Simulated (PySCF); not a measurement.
**GeS2: PBE0 against B3LYP**

Base calculation in PySCF with density fitting and no spin–orbit coupling, PBE0/def2-TZVP (no relativity): singlet, D∞h, Ge–S 1.996 Å (×2); wavenumbers 132 (×2), 497, 673 cm⁻¹; gap between the highest occupied and lowest empty levels 5.63 eV, polar-tensor charge of Ge 0.89 e, atomisation energy (no zero-point energy) 827 kJ/mol.

What changes on going to B3LYP/def2-TZVP (no relativity)?

The point group stays the same. Changes: mean bond to Ge +0.015 Å, highest wavenumber -26 cm⁻¹, lowest wavenumber -6 cm⁻¹, gap between the highest occupied and lowest empty levels -0.65 eV, polar-tensor charge of Ge -0.04 e, atomisation energy (no zero-point energy) -30 kJ/mol. The new structure has Ge–S 2.011 Å (×2), with wavenumbers 126 (×2), 475, 647 cm⁻¹.

Only the bonding shown was studied: isomers, or loss of a ligand pair, can lie lower.
